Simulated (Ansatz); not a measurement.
Geometry optimisation, RKS B3LYP-D4/def2-SVP in Ansatz 0.2.0.

input.yaml

```yaml
crystal:
  periodic: [false, false, false]
  atoms:
    - { symbol: Hf, position_ang: [-0.161166, 0.073049, 0.049759] }
    - { symbol: Cl, position_ang: [-1.573728, -1.959814, 1.103075] }
    - { symbol: O, position_ang: [0.60254, -1.263703, -1.13546] }
    - { symbol: H, position_ang: [0.240999, -2.109958, -0.813588] }
    - { symbol: O, position_ang: [-1.039441, 1.495619, -0.913053] }
    - { symbol: O, position_ang: [1.177048, 0.738276, 1.269425] }
    - { symbol: H, position_ang: [-1.281765, 2.357772, -1.257787] }
    - { symbol: H, position_ang: [2.035613, 0.668859, 1.697528] }
basis:
  gaussian: { orbitals: def2-SVP }
hamiltonian:
  xc: b3lyp
  dispersion: d4
relax:
  f_tol: 0.03
  max_steps: 50
output:
  orbitals: {}
```

Launched with:

```bash
$ ansatz run input.yaml --threads 2 --pin off --max-ram 3072MiB --backend cpu --events-out ev --progress --plain --runs-dir out
```

Problem. Where does it end, and by what steps?

Solution. The run converged. After 8 steps the energy has fallen by 0.827 eV; H4 moved furthest, 1.08 Å.

| step | energy less start (eV) | largest force component (eV/Å) | accepted |
| --- | --- | --- | --- |
| 0 | 0.0000 | 1.842 | yes |
| 1 | -0.4239 | 0.420 | yes |
| 2 | -0.5542 | 0.393 | yes |
| 3 | -0.6381 | 0.914 | yes |
| 4 | -0.7101 | 0.534 | yes |
| 5 | -0.7728 | 0.355 | yes |
| 6 | -0.8139 | 0.088 | yes |
| 7 | -0.8261 | 0.061 | yes |
| 8 | -0.8274 | 0.018 | yes |

```xyz
8
Properties=species:S:1:pos:R:3
Hf -0.224 -0.133 0.176
Cl -1.913 -1.159 1.530
O 0.460 -1.439 -1.061
H 0.857 -2.034 -1.696
O -1.002 1.343 -0.783
O 1.193 0.497 1.315
H -1.310 2.092 -1.291
H 1.940 0.833 1.810
```

Run time: 26 s on 2 threads of Intel(R) Xeon(R) Platinum 8488C (Sapphire Rapids), on a shared host, peak memory 0.26 GiB.
